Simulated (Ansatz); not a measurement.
Two members of one family (BP nanocrystals, H-capped), computed with Ansatz in the gas phase. The two geometries come from different levels. Binding counts from free atoms in the multiplicity of their measured ground term, without zero-point energy. Sets without diffuse functions give affinities that are too small. A dash marks a value that wasn't run or was left out as unsound. The structures are stationary points that may keep the symmetry of their start. Remarks come from the PBE and PBE0 runs and from stability tests at other levels; not every state was tested. A HOMO above zero means that the electron is unbound at that level and held by the basis, or that self-interaction error raises the level; the energy of removing that electron tells which.

First: B15P15H34, cut from wurtzite (singlet, charge 0, PBE-D4/def2-SVP geometry).

Cartesian coordinates in Å:
```
B -1.693 -1.164 3.547
P -1.630 -2.600 2.234
P -2.051 0.511 2.539
B -2.393 0.158 0.643
B -2.875 3.358 1.011
P -2.760 1.879 -0.267
B -0.313 -2.315 0.836
P -0.260 -3.759 -0.461
P -0.741 -0.596 -0.121
B -1.035 -0.991 -2.028
B -1.456 2.192 -1.682
P -1.391 0.721 -2.960
B 1.060 -3.492 -1.867
P 0.627 -1.754 -2.728
B -0.117 1.024 -4.416
P 0.105 -1.029 4.289
B -0.624 1.833 2.782
P -1.066 3.470 1.755
B 1.480 -0.664 2.965
P 1.462 -2.119 1.654
P 0.972 0.997 2.005
B 0.750 0.677 0.090
B 0.333 3.858 0.448
P 0.326 2.390 -0.863
B 2.837 -1.812 0.296
P 2.777 -3.290 -0.967
P 2.338 -0.159 -0.683
B 2.115 -0.484 -2.605
B 1.698 2.703 -2.237
P 1.604 1.212 -3.495
H -2.522 -1.412 4.405
H -2.921 -2.805 1.666
H -1.416 -3.872 2.861
H -3.238 1.022 3.138
H -3.300 -0.653 0.501
H -3.698 3.092 1.885
H -3.110 4.386 0.389
H -4.044 1.683 -0.869
H -1.551 -3.964 -1.029
H -0.067 -5.014 0.206
H -1.964 -1.785 -2.128
H -1.720 3.234 -2.265
H -2.698 0.545 -3.518
H 1.056 -4.439 -2.634
H 0.441 -2.091 -4.101
H -0.109 0.056 -5.174
H -0.394 2.088 -4.955
H 0.425 -2.201 5.049
H 0.109 -0.045 5.318
H -0.434 2.043 3.974
H -1.079 4.491 2.757
H 2.587 -0.607 3.475
H 1.763 -3.349 2.336
H 2.075 1.881 2.190
H 0.030 4.877 -0.161
H 1.433 3.909 0.993
H 3.924 -1.738 0.844
H 3.162 -4.516 -0.335
H 3.802 -3.168 -1.947
H 3.445 0.722 -0.504
H 3.140 -0.981 -3.056
H 1.383 3.732 -2.823
H 2.804 2.749 -1.703
H 2.610 1.370 -4.499
```

```
             level  HOMO (eV)  LUMO (eV)  gap (eV)  vertical EA (eV)  binding per atom (eV)
   PBE-D4/def2-SVP      -5.01      -2.15      2.86              0.74                   3.78
r2SCAN-D4/def2-SVP      -5.22      -1.97      3.25                 –                   3.71
  PBE0-D4/def2-SVP      -6.00      -1.39      4.61              0.47                   3.75
```

Remarks: HOMO above zero (-1 doublet).

Second: B16P16H36, cut from zinc blende (singlet, charge 0, r2SCAN-D4/def2-SVP geometry).

```xyz
68

B     0.109    2.261   -2.556
B    -2.661    1.668   -0.860
B     0.345   -0.900   -3.275
B    -2.424   -1.496   -1.578
B    -2.930    2.612    2.243
B    -0.185    3.196    0.597
B     0.076    0.046   -0.178
B     2.529    1.559    1.334
B    -0.196    0.988    2.916
B     2.820    0.625   -1.820
B     2.766   -1.606    0.615
B    -2.661   -0.532    1.466
B    -2.456   -3.709    0.807
B     0.039   -2.162    2.200
B     0.290   -3.133   -0.841
B     2.490   -0.658    3.715
P     0.405    3.658   -1.200
P    -2.144    3.001    0.498
P    -1.859    2.262   -2.532
P    -1.602   -1.191   -3.316
P     0.831    0.504   -1.942
P    -1.904   -0.073   -0.307
P     0.879   -2.687   -2.643
P    -1.679   -3.194   -0.909
P     3.365    1.871   -0.397
P    -2.141    0.887    2.711
P     0.563    1.448    1.144
P     0.800   -1.703    0.427
P     3.168   -0.204    1.940
P     0.557   -0.741    3.445
P     3.581   -1.023   -1.054
P    -1.906   -2.261    1.996
H     0.542    2.595   -3.640
H    -3.869    1.600   -0.965
H     0.784   -0.669   -4.383
H    -3.633   -1.561   -1.681
H    -4.134    2.504    2.095
H    -2.559    3.473    3.019
H     0.127    4.064    1.388
H     2.838    2.429    2.122
H     0.119    1.862    3.700
H     3.340    0.904   -2.880
H     3.219   -2.677    0.962
H    -3.871   -0.598    1.354
H    -3.667   -3.719    0.681
H    -1.942   -4.759    1.150
H     0.500   -3.235    2.540
H     0.748   -4.202   -0.493
H     2.775    0.255    4.469
H     2.926   -1.756    4.012
H    -0.298    4.809   -1.649
H     1.714    4.188   -1.288
H    -2.640    4.252    0.029
H    -2.264    3.597   -2.803
H    -2.386    1.661   -3.701
H    -2.247   -0.226   -4.127
H    -1.822   -2.320   -4.151
H     0.330   -3.620   -3.565
H     2.246   -2.938   -2.911
H    -2.008   -4.179   -1.887
H     3.333    3.212   -0.849
H     4.776    1.745   -0.271
H    -2.661    0.517    3.983
H     4.590   -0.109    1.994
H    -0.031   -1.070    4.697
H     3.723   -2.028   -2.040
H     4.964   -0.765   -0.843
H    -2.430   -2.550    3.286
```

**Question.** Estimate the same table for the second.

**Answer.** 
| level | HOMO (eV) | LUMO (eV) | gap (eV) | vertical EA (eV) | binding per atom (eV) |
| --- | --- | --- | --- | --- | --- |
| PBE-D4/def2-SVP | -5.44 | -2.65 | 2.80 | 1.31 | 3.79 |
| r2SCAN-D4/def2-SVP | -5.67 | -2.53 | 3.15 | – | 3.72 |
| PBE0-D4/def2-SVP | -6.48 | -1.94 | 4.54 | 1.05 | 3.76 |

Remarks: HOMO above zero (-1 doublet).
